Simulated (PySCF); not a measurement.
**Field gradients at the hydrogen positions**

Species: C9H13 (charge -1).
Geometry (PBE0-D3(BJ)/def2-SVP, Å), atoms numbered from 1 in this order:
```xyz
22
C9H13 angstrom
C     -4.2840    1.2544    0.6856
C     -3.1866    1.0352    0.1273
C     -1.8722    0.7685   -0.4532
C     -0.7151    0.8185    0.5685
C     -0.9605   -0.1707    1.6989
C      0.6302    0.6137   -0.1258
C      1.8563    0.7732    0.7756
C      3.1455    0.7010    0.0246
C      4.0985   -0.2195    0.1888
H     -1.6238    1.4871   -1.2646
H     -1.8316   -0.2322   -0.9418
H     -0.7295    1.8364    1.0024
H     -1.9982   -0.0365    2.0463
H     -0.2704   -0.0323    2.5479
H     -0.8523   -1.2095    1.3370
H      0.7083    1.3306   -0.9643
H      0.6541   -0.3911   -0.5873
H      1.8485    0.0109    1.5712
H      1.7873    1.7546    1.2817
H      3.2887    1.4694   -0.7484
H      5.0091   -0.2183   -0.4173
H      3.9979   -1.0126    0.9379
```

Level: PBE0/pcSseg-1 (PySCF, non-relativistic); Q(2H) = 0.00286 b; rigid geometry, the same for H and D, with no vibrational averaging.

Question: Rank these positions by the coupling χzz of a deuteron there, largest first.
A. H15 (methyl hydrogen)
B. H11 (methylene hydrogen)
C. H22 (vinylic hydrogen)
D. H19 (methylene hydrogen)

Answer: C (206 kHz), A (195 kHz), D (189 kHz), B (184 kHz).

Q: Tabulate Vzz, the asymmetry η and χzz = 234.96 MHz × Q × Vzz for every hydrogen position.

A: 
| atom | bonded to | bond length (Å) | Vzz (au) | η | χzz (kHz) |
| --- | --- | --- | --- | --- | --- |
| H10 | C3 | 1.112 | 0.2786 | 0.03 | 187 |
| H11 | C3 | 1.114 | 0.2745 | 0.02 | 184 |
| H12 | C4 | 1.107 | 0.2797 | 0.02 | 188 |
| H13 | C5 | 1.102 | 0.2748 | 0.01 | 185 |
| H14 | C5 | 1.103 | 0.2960 | 0.02 | 199 |
| H15 | C5 | 1.105 | 0.2903 | 0.03 | 195 |
| H16 | C6 | 1.106 | 0.2826 | 0.04 | 190 |
| H17 | C6 | 1.106 | 0.2825 | 0.02 | 190 |
| H18 | C7 | 1.102 | 0.2871 | 0.03 | 193 |
| H19 | C7 | 1.106 | 0.2815 | 0.02 | 189 |
| H20 | C8 | 1.099 | 0.2955 | 0.05 | 199 |
| H21 | C9 | 1.094 | 0.3102 | 0.06 | 208 |
| H22 | C9 | 1.096 | 0.3058 | 0.07 | 206 |

Q: How does χzz go with the bond length over the 13 C–H bonds?

A: A straight-line fit has a slope of -11.3 kHz for each 0.01 Å, with a correlation coefficient of -0.85, over lengths from 1.094 to 1.114 Å. The longer bonds have the smaller couplings here.

One conformer (not necessarily the lowest) at the PBE0-D3(BJ)/def2-SVP geometry, without solvent, vibrations or thermal averaging. The pcSseg-1 basis has no diffuse functions, a weakness for an anion. With a basis this small, the couplings can be 20 % off.

These values come from a run that also computed NMR shieldings. The run took 40 s of wall time on an Arm Neoverse V1 with one thread, shared host.
